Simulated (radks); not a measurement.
Task: The europium ion Eu20+, 43 electrons, occupied as [Kr] 4d5 5s2 (not the ground configuration). All-electron calculation, Dirac Kohn-Sham, PBEsol, spin-unpolarised, spherical densities, finite nucleus; open shells fill j = l - 1/2 first; Fermi nuclear charge, rms radius 5.1115 fm. Program: a radial shooting solver on a logarithmic mesh with Libxc functionals. Some entries of the table are withheld. Estimate them.

orbital,occ.,eigenvalue (eV),r(max) (bohr),<r> (bohr)
1s1/2,2,-48865.70,0.01420,0.02233
2s1/2,2,-8503.602,0.08075,0.09461
2p1/2,2,-8098.276,0.06108,(1)
2p3/2,4,-7450.773,0.06681,(2)
3s1/2,2,-2310.468,0.2288,0.2483
3p1/2,2,-2136.060,0.2158,0.2378
3p3/2,4,-2002.790,0.2279,0.2505
3d3/2,4,(3),(4),0.2221
3d5/2,6,(5),(6),0.2260
4s1/2,2,-861.3751,0.5128,0.5350
4p1/2,2,-791.5279,0.5142,0.5398
4p3/2,4,-756.6535,0.5363,0.5618
4d3/2,4,-640.4847,(7),0.5685
4d5/2,1,-633.4371,(8),0.5750
5s1/2,2,-430.3440,0.9939,0.9951

Result: 
(1) 2p1/2 <r> (bohr): 0.07908
(2) 2p3/2 <r> (bohr): 0.08581
(3) 3d3/2 eigenvalue (eV): -1701.986
(4) 3d3/2 r(max) (bohr): 0.1812
(5) 3d5/2 eigenvalue (eV): -1672.895
(6) 3d5/2 r(max) (bohr): 0.1846
(7) 4d3/2 r(max) (bohr): 0.5322
(8) 4d5/2 r(max) (bohr): 0.5386
